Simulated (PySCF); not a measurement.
**Spinor energies of Bi⁶⁵⁺ (bismuth, charge +65)**

Start: [Ar]. Calculated with PySCF 2.14 in an even-tempered Gaussian basis (17 s from 22 bohr⁻², ratio 2.4; 15 p from 29 bohr⁻², ratio 2.4; 4 d from 100 bohr⁻², ratio 2.6; 4 f from 150 bohr⁻², ratio 2.6): generalised Hartree-Fock with the X2C-1e Hamiltonian and a Gaussian nucleus; one run each with spin-orbit coupling (SO) switched off, then screened by Boettger's factors.

```tsv
spinor shell	electrons	ε, spin-free (eV)	ε, screened SO (eV)	weight of nominal j (screened SO)	rms radius, screened SO (bohr)
1s1/2	2	-96282.0	-96243.3	1.000	0.0178
2s1/2	2	-21590.2	-21578.8	1.000	0.0711
2p1/2	2	-19239.8	-20950.7	1.000	0.0599
2p3/2	4	-19239.8	-18587.6	1.000	0.0680
3s1/2	2	-8465.8	-8462.4	1.000	0.172
3p1/2	2	-7761.9	-8205.3	1.000	0.163
3p3/2	4	-7761.9	-7588.8	1.000	0.177
```

| quantity | spin-free | screened SO |
| --- | --- | --- |
| E (hartree) | -16767.51359 | -16807.24752 |
| M_J | 0 | 0 |
| ⟨J²⟩ | 0.000 | 0.000 |
| ⟨L²⟩ | 0.000 | 0.094 |
| ⟨S²⟩ | 0.000 | 0.094 |

Breit and QED terms are absent; they matter most for the inner s and p1/2 levels.

Densities and radii are taken from the X2C orbitals without a picture-change correction, which distorts them close to the nucleus.

Without spin-orbit coupling the j labels of p, d and f shells carry no meaning; the spin-free column gives the mean over the occupied spinors of each nl shell.
